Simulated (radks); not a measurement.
Valence configurations of neutral chlorine (all share [Ne]). All-electron calculation, non-relativistic Kohn-Sham, BLYP, spin-polarised, spherical densities, point nucleus; open shells are filled with parallel spins first. Program: a radial shooting solver on a logarithmic mesh with Libxc functionals. Energies are relative to 3s2 3p5; eigenvalues in eV for spin up.

valence      E (eV)  moment (Bohr magnetons)   e(3p)    e(3s)
3s2 3p5       0.000                        1  -8.856  -20.810
3s1 3p6      11.868                        1  -9.473  -21.602
3s1.5 3p5.5   5.928                        1  -9.166  -21.209

NIST lists [Ne] 3s2 3p5 as the ground configuration; this level of theory agrees among the configurations tried. The energies are those of spherical high-spin densities, not of single terms.
